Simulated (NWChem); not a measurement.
System: CH$_{3}$ClSn, singlet; SMILES [CH3][Sn][Cl]

NWChem printed, in part:

```
             Northwest Computational Chemistry Package (NWChem) 7.3.0
             --------------------------------------------------------

 C1  symmetry detected

                             Geometry "geometry" -> ""
                             -------------------------

 Output coordinates in angstroms (scale by  1.889725989 to convert to a.u.)

  No.       Tag          Charge          X              Y              Z
 ---- ---------------- ---------- -------------- -------------- --------------
    1 Sn                  50.0000    -0.37954657     0.44973400     0.00000704
    2 Cl                  17.0000     0.13472825    -1.89805629     0.00000643
    3 C                    6.0000     1.72985754     1.05868558     0.00006518
    4 H                    1.0000     1.84747099     2.15312300     0.00541480
    5 H                    1.0000     2.22856700     0.64225073    -0.89074459
    6 H                    1.0000     2.23176492     0.63276957     0.88447740

 Effective nuclear repulsion energy (a.u.)     320.9675414665

                                Z-matrix (autoz)
                                --------

 Units are Angstrom for bonds and degrees for angles

      Type          Name      I     J     K     L     M      Value
      ----------- --------  ----- ----- ----- ----- ----- ----------
    1 Stretch                  1     2                       2.40346
    2 Stretch                  1     3                       2.19554
    3 Stretch                  3     4                       1.10075
    4 Stretch                  3     5                       1.10257
    5 Stretch                  3     6                       1.10250
    6 Bend                     1     3     4               112.23606
    7 Bend                     1     3     5               109.25603
    8 Bend                     1     3     6               109.28440
    9 Bend                     2     1     3                93.74730
   10 Bend                     4     3     5               109.33701
   11 Bend                     4     3     6               109.36363
   12 Bend                     5     3     6               107.23515
   13 Torsion                  2     1     3     4        -179.69971
   14 Torsion                  2     1     3     5          58.85101
   15 Torsion                  2     1     3     6         -58.19705

  xc_inp: hfexch multiplicative factor not found.

                           NWChem Geometry Optimization
                           ----------------------------

 maximum gradient threshold         (gmax) =   0.000450
 rms gradient threshold             (grms) =   0.000300
 maximum cartesian step threshold   (xmax) =   0.001800
 rms cartesian step threshold       (xrms) =   0.001200
 fixed trust radius                (trust) =   0.300000
 source of zmatrix                         =   autoz

          -------------------
          Energy Minimization
          -------------------

 Using diagonal initial Hessian
 Scaling for Hessian diagonals: bonds = 1.00  angles = 0.25  torsions = 0.10

          --------
          Step   0

                                 NWChem DFT Module
                                 -----------------

 Summary of "ao basis" -> "ao basis" (spherical)
 ------------------------------------------------------------------------------
       Tag                 Description            Shells   Functions and Types
 ---------------- ------------------------------  ------  ---------------------
 Sn                          sto-3g                 11       27   5s4p2d
 Cl                          sto-3g                  5        9   3s2p
 C                           sto-3g                  3        5   2s1p
 H                           sto-3g                  1        1   1s

[...]

      ----------------------
      Optimization converged
      ----------------------

  Step       Energy      Delta E   Gmax     Grms     Xrms     Xmax
  ---- ---------------- -------- -------- -------- -------- --------
@    4   -6457.08833908 -1.9D-07  0.00002  0.00001  0.00043  0.00099
                                     ok       ok       ok       ok

                                Z-matrix (autoz)
                                --------

 Units are Angstrom for bonds and degrees for angles

      Type          Name      I     J     K     L     M      Value     Gradient
      ----------- --------  ----- ----- ----- ----- ----- ---------- ----------
    1 Stretch                  1     2                       2.34349    0.00002
    2 Stretch                  1     3                       2.11481   -0.00002
    3 Stretch                  3     4                       1.08169    0.00001
    4 Stretch                  3     5                       1.08328   -0.00001
    5 Stretch                  3     6                       1.08326   -0.00001
    6 Bend                     1     3     4               112.78210    0.00001
    7 Bend                     1     3     5               111.46812   -0.00000
    8 Bend                     1     3     6               111.49919   -0.00000
    9 Bend                     2     1     3                92.30084   -0.00001
   10 Bend                     4     3     5               107.18467    0.00000
   11 Bend                     4     3     6               107.19697    0.00000
   12 Bend                     5     3     6               106.35981   -0.00001
   13 Torsion                  2     1     3     4        -179.75375    0.00000
   14 Torsion                  2     1     3     5          59.61487   -0.00001
   15 Torsion                  2     1     3     6         -59.08402    0.00001

                         Geometry "geometry" -> "geometry"
                         ---------------------------------

 Output coordinates in angstroms (scale by  1.889725989 to convert to a.u.)

  No.       Tag          Charge          X              Y              Z
 ---- ---------------- ---------- -------------- -------------- --------------
    1 Sn                  50.0000    -0.34513706     0.46470925     0.00055615
    2 Cl                  17.0000     0.18454468    -1.81813075    -0.00064731
    3 C                    6.0000     1.69409129     1.02502391     0.00007282
    4 H                    1.0000     1.83375327     2.09765033     0.00478513
    5 H                    1.0000     2.21117651     0.63875548    -0.86993925
    6 H                    1.0000     2.21441344     0.63049836     0.86439870

 Effective nuclear repulsion energy (a.u.)     330.3240373716

                Final and change from initial internal coordinates
                --------------------------------------------------

                                Z-matrix (autoz)
                                --------

[...]

 Rotational Constants
 --------------------
 A=   0.263303 cm-1  (  0.378827 K)
 B=   0.105215 cm-1  (  0.151378 K)
 C=   0.076206 cm-1  (  0.109641 K)

 Temperature                      =   298.15K
 frequency scaling parameter      =   1.0000

 Zero-Point correction to Energy  =   27.706 kcal/mol  (  0.044153 au)
 Thermal correction to Energy     =   30.679 kcal/mol  (  0.048891 au)
 Thermal correction to Enthalpy   =   31.272 kcal/mol  (  0.049835 au)

 Total Entropy                    =   74.958 cal/mol-K
   - Translational                =   41.244 cal/mol-K (mol. weight = 167.8941)
   - Rotational                   =   26.127 cal/mol-K (symmetry #  =        1)
   - Vibrational                  =    7.587 cal/mol-K

 Cv (constant volume heat capacity) =   13.413 cal/mol-K
   - Translational                  =    2.979 cal/mol-K
   - Rotational                     =    2.979 cal/mol-K
   - Vibrational                    =    7.455 cal/mol-K

[normal modes left out]

 ----------------------------------------------------------------------------
 Normal Eigenvalue ||           Projected Infra Red Intensities
  Mode   [cm**-1]  || [atomic units] [(debye/angs)**2] [(KM/mol)] [arbitrary]
 ------ ---------- || -------------- ----------------- ---------- -----------
    1       -0.000 ||    0.000347           0.008         0.338       0.584
    2        0.000 ||    0.000615           0.014         0.600       1.035
    3        0.000 ||    0.002485           0.057         2.422       4.182
    4        0.000 ||    0.000069           0.002         0.067       0.116
    5        0.000 ||    0.001827           0.042         1.781       3.075
    6        0.000 ||    0.000054           0.001         0.052       0.091
    7       84.263 ||    0.000115           0.003         0.112       0.194
    8      205.387 ||    0.009325           0.215         9.091      15.694
    9      408.722 ||    0.042660           0.984        41.587      71.794
   10      598.785 ||    0.017369           0.401        16.933      29.232
   11      810.206 ||    0.000427           0.010         0.417       0.719
   12      931.272 ||    0.022275           0.514        21.715      37.488
   13     1635.589 ||    0.001035           0.024         1.009       1.742
   14     1853.928 ||    0.002148           0.050         2.094       3.615
   15     1861.963 ||    0.002031           0.047         1.980       3.419
   16     3544.002 ||    0.000140           0.003         0.136       0.236
   17     3719.771 ||    0.001311           0.030         1.278       2.206
   18     3736.241 ||    0.002720           0.063         2.651       4.577
 ----------------------------------------------------------------------------
```

Level: Hartree-Fock/STO-3G, non-relativistic. Low-valent species are run as closed-shell singlets; no triplet was tried in these runs.

Question: Write an input that gives this output.

Answer: Several could match; the one computed here: the input that was run:
```
start job
memory heap 200 mb stack 900 mb global 1100 mb
geometry units angstroms
  Sn    -0.364608     0.478957     0.000984
  Cl     0.281017    -1.836159    -0.001050
  C      1.707171     1.205689     0.001284
  H      1.762989     2.305007     0.007536
  H      2.228377     0.818728    -0.889938
  H      2.232413     0.807969     0.885275
end
basis spherical
  * library sto-3g
end
dft
  xc hfexch
  iterations 150
end
driver
  maxiter 120
end
task dft optimize
task dft freq
```
